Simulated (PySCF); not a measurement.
SMILES O(C)C([SiH2]C)=O (C3H8O2Si), GFN2-xTB optimised geometry.

```
14

C      1.52     1.57     0.00
O      0.87     0.30     0.00
C     -0.47     0.30     0.00
O     -1.13     1.31     0.00
Si    -1.12    -1.51     0.01
C     -0.44    -2.36    -1.54
H      2.58     1.37     0.02
H      1.22     2.14     0.88
H      1.24     2.13    -0.89
H     -2.58    -1.45     0.01
H     -0.61    -2.14     1.22
H     -0.79    -1.89    -2.45
H      0.65    -2.33    -1.56
H     -0.74    -3.40    -1.58
```

Density from PBE0/def2-TZVP (PySCF) at that geometry.

Minimum of the electron density along straight lines between bonded atoms, close to the bond critical point (lines longer than 1.1 times the sum of covalent radii, or with two minima, are not listed):

| bond | length / Å | ρ at the minimum / e bohr⁻³ | ∇²ρ there / e bohr⁻⁵ | position (fraction from the first atom) |
|---|---|---|---|---|
| C1–O2 | 1.423 | 0.249 | -0.46 | 0.35 |
| O2–C3 | 1.341 | 0.306 | -0.54 | 0.66 |
| C3–O4 | 1.206 | 0.426 | -0.12 | 0.34 |
| C3–Si5 | 1.919 | 0.114 | 0.18 | 0.62 |
| Si5–C6 | 1.897 | 0.117 | 0.15 | 0.39 |
| C1–H7 | 1.087 | 0.288 | -1.03 | 0.65 |
| C1–H8 | 1.092 | 0.285 | -1.01 | 0.65 |
| C1–H9 | 1.092 | 0.285 | -1.01 | 0.65 |
| Si5–H10 | 1.463 | 0.126 | 0.18 | 0.49 |
| Si5–H11 | 1.466 | 0.124 | 0.18 | 0.49 |
| C6–H12 | 1.087 | 0.274 | -0.92 | 0.64 |
| C6–H13 | 1.087 | 0.275 | -0.92 | 0.64 |
| C6–H14 | 1.086 | 0.275 | -0.92 | 0.64 |
